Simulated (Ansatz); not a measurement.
Cost and result for the atomization energy of C4H9Cl2GaO (`CC(C)(C)[O][Ga]([Cl])[Cl]`) (17 atoms, 16 bonds).

```xyz
17

C     1.297   -0.276   -0.698
C    -0.148   -0.272   -0.224
C    -0.275   -0.924    1.145
C    -1.042   -0.975   -1.233
O    -0.637    1.073   -0.168
Ga   -0.032    2.394    0.819
Cl   -1.038    4.245    0.624
Cl    1.606    2.288    2.174
H     1.947    0.227    0.024
H     1.664   -1.298   -0.818
H     1.379    0.233   -1.660
H    -1.310   -0.875    1.491
H     0.024   -1.973    1.105
H     0.366   -0.424    1.877
H    -2.082   -0.939   -0.905
H    -0.972   -0.483   -2.205
H    -0.747   -2.020   -1.348
```

The species carries charge 0 and has multiplicity 1. Correlated methods include outer-core shells of Ga, which these sets cover unevenly. Scalar relativity is left out up to krypton. Geometry: relaxed with PBE0-D4/def2-TZVP. It is one conformer, not always the lowest. Program: Ansatz. All runs use 4 threads of an AMD EPYC 7R13 on a shared host and a share of an NVIDIA H100 80 GB. Times are those of one run each, without the atoms' runs, and a repeat can differ threefold. Electronic energies, without spin–orbit coupling; frozen cores. CCSD(T)/CBS adds CCSD(T) − MP2 in def2-TZVPP to the MP2 limit, and its time is that of the two runs behind it. T1 = 0.012. With those shells the extrapolation isn't a true limit. HSE06 is the plane-wave form, built on full-range PBE exchange.

CCSD(T)/CBS is a level of theory with its own doubt, some kJ/mol a heavy atom from the limit and from the frozen cores, so smaller differences don't rank the functionals.

| level | functions | wall time |
| --- | --- | --- |
| CCSD(T)/def2-SVP | 183 | 6 s |
| B97M-V/def2-TZVPP | 413 | 8.5 s |
| BHLYP-D4/def2-TZVPP | 413 | 9.5 s |
| PBE-QIDH/def2-TZVPP | 413 | 11 s |
| revPBE-D4/def2-TZVPP | 413 | 11 s |
| HSE06-D4/def2-TZVPP | 413 | 11 s |
| CAM-B3LYP-D4/def2-TZVPP | 413 | 12 s |
| B2PLYP/def2-TZVPP | 413 | 12 s |
| PBE-D4/def2-TZVPP (with forces) | 413 | 12 s |
| LDA (SPW92)/def2-TZVPP | 413 | 13 s |
| MP2/def2-QZVPP | 784 | 18 s |
| CCSD(T)/def2-TZVPP | 413 | 22 s |
| CCSD(T)/CBS(def2) | – | 39 s |

(1) What atomization energy does each give, and how far from CCSD(T)/CBS? (Estimate.)

## Answers

(1) Ansatz gave: 
```tsv
level	atomization (kJ/mol)	difference from CCSD(T)/CBS	per bond
CCSD(T)/def2-SVP	6223.1	-272.1	-17.0
B97M-V/def2-TZVPP	6509.6	14.4	0.9
BHLYP-D4/def2-TZVPP	6297.1	-198.1	-12.4
PBE-QIDH/def2-TZVPP	6491.1	-4.1	-0.3
revPBE-D4/def2-TZVPP	6443.1	-52.1	-3.3
HSE06-D4/def2-TZVPP	6518.1	22.9	1.4
CAM-B3LYP-D4/def2-TZVPP	6487.0	-8.2	-0.5
B2PLYP/def2-TZVPP	6399.4	-95.8	-6.0
PBE-D4/def2-TZVPP (with forces)	6599.7	104.5	6.5
LDA (SPW92)/def2-TZVPP	7409.6	914.4	57.2
MP2/def2-QZVPP	6563.3	68.1	4.3
CCSD(T)/def2-TZVPP	6355.6	-139.6	-8.7
CCSD(T)/CBS(def2)	6495.2	0.0	0.0
```

The D4 term adds +79.2 kJ/mol with B3LYP and +42.8 kJ/mol with PBE0; it sums over pairs of atoms, weighted by their polarisabilities, and B3LYP, whose exchange is more repulsive, gets the larger term. From BLYP to BHLYP (50 % exact exchange), in def2-TZVPP and without D4, the atomization energy moves by −73.6 kJ/mol: exact exchange takes away binding that semilocal exchange gives to molecules. At CCSD(T), def2-SVP lies −272.1 kJ/mol from the extrapolated value and def2-TZVPP −139.6 kJ/mol: correlation converges slowly with the basis, and small sets miss more of it in the bonded molecule than in its fragments.

B3LYP here is the variant with VWN-RPA as its local correlation; programs differ in this.
